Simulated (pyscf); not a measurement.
Single points on ωB97X-D3(BJ)/def2-SVP structures (PySCF, gas phase).

### Question
How much does it cost (ΔH, 298 K, ωB97M-D3(BJ)/def2-TZVP) to split H₂B–NH–SiH₂–NH–SiH₂–NH₂ (SMILES BN[SiH2]N[SiH2]N) at its N–Si bond into [H₂B–NH]• + H₂N–SiH₂–NH–SiH₂•?

### Answer
N–Si to [H₂B–NH]• + H₂N–SiH₂–NH–SiH₂•: 111.9 kcal/mol. The 7 functionals that were run give +99.3 (PBE) to +113.0 kcal/mol (M06-2X). The radicals are drawn with the spin at the cut bond; how far it spreads was not checked. [H₂B–NH]• lies 8.3 kcal/mol over its isomer [HB–NH₂]•, and others may lie lower still (electronic energy, ωB97M-D3(BJ)). Other isomers of H₂N–SiH₂–NH–SiH₂• were not searched in full and may lie lower.
